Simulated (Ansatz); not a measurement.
Breaking the B1–F3 bond in BF2H (SMILES FBF) (multiplicity 1 held, fragments rigid). Energies count from the point at 1.318 Å.
Geometry at that point (charge 0, multiplicity 1):
| atom | x (Å) | y (Å) | z (Å) |
|---|---|---|---|
| B | -0.2354 | -0.3854 | 0.0819 |
| H | -0.8442 | -1.3818 | 0.2937 |
| F | 0.8992 | -0.1388 | 0.7049 |
| F | -0.6746 | 0.5064 | -0.7830 |

Signs of static correlation in cc-pVDZ, from Ansatz (a quantum-chemistry and plane-wave program) runs.

```tsv
R (Å)	T1 of restricted CCSD	⟨S²⟩ of UHF	largest double amplitude of restricted CCSD
1.054	0.012	0.000	0.028
1.186	0.013	0.000	0.029
1.318	0.014	0.000	0.031
1.449	0.016	0.000	0.028
1.581	0.017	0.000	0.029
1.779	0.019	0.000	0.048
1.977	0.022	0.000	?
2.306	0.031	0.652	0.169
2.635	?	0.891	0.264
3.031	0.082	0.973	0.447
3.558	0.131	0.999	0.796
4.217	0.166	1.004	1.136
```

Task: What belongs in the gaps?

Result: 
- 1.977, largest double amplitude of restricted CCSD: 0.097
- 2.635, T1 of restricted CCSD: 0.049

Doubts at one or more of the structures used: a restricted determinant that unrestricted orbitals would lower (R-CCSD(T)/cc-pVDZ); other coupled-cluster roots lie near (R-CCSD(T)/cc-pVDZ); T1 above 0.05 (R-CCSD(T)/cc-pVDZ, U-CCSD(T)/cc-pVDZ); a spin-contaminated determinant (U-CCSD(T)/cc-pVDZ).
